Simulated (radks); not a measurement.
Values are calculated unless marked as measured or tabulated.
Species: the thulium ion Tm3+. Configuration: [Xe] 4f12.

Code: a radial shooting solver on a logarithmic mesh with Libxc functionals. Model: Dirac Kohn-Sham, PBE, spin-unpolarised, spherical densities, finite nucleus; open shells fill j = l - 1/2 first; Fermi nuclear charge, rms radius 5.2256 fm.

Energy parts (eV):
total: -369505.58
kinetic: 409063.58
electron-nucleus: -913681.13
Hartree: 142890.23
exchange-correlation: -7778.24

Orbitals (lengths in bohr, moments of r in powers of bohr; r(max) is where P^2 peaks):
orbital,occ.,eigenvalue (eV),<1/r>,<r>,r(max)
1s1/2,2,-59235.81,79.07,0.02001,0.01261
2s1/2,2,-10016.25,19.05,0.08431,0.07207
2p1/2,2,-9549.643,19.03,0.07008,0.05403
2p3/2,4,-8569.525,16.42,0.07747,0.06035
3s1/2,2,-2277.415,6.979,0.2205,0.2035
3p1/2,2,-2071.831,6.895,0.2103,0.1912
3p3/2,4,-1864.892,6.227,0.2241,0.2043
3d3/2,4,-1513.757,6.114,0.1973,0.1611
3d5/2,6,-1468.537,5.951,0.2016,0.1648
4s1/2,2,-475.6598,2.922,0.4974,0.4647
4p1/2,2,-392.9117,2.813,0.5057,0.4664
4p3/2,4,-346.1026,2.582,0.5375,0.4943
4d3/2,4,-209.8385,2.361,0.5637,0.4959
4d5/2,6,-201.3013,2.304,0.5749,0.5049
4f5/2,6,-36.3329,1.763,0.7425,0.4902
4f7/2,6,-35.0605,1.737,0.7558,0.4954
5s1/2,2,-83.6821,1.106,1.208,1.083
5p1/2,2,-60.6460,0.9812,1.344,1.176
5p3/2,4,-54.3952,0.9033,1.442,1.258

The highest occupied level is 4f7/2 at -35.061 eV. Summed over all electrons, <r^2> = 32.80 bohr^2, which gives a Langevin (diamagnetic) susceptibility term of -26 x 10^-6 cm^3/mol.
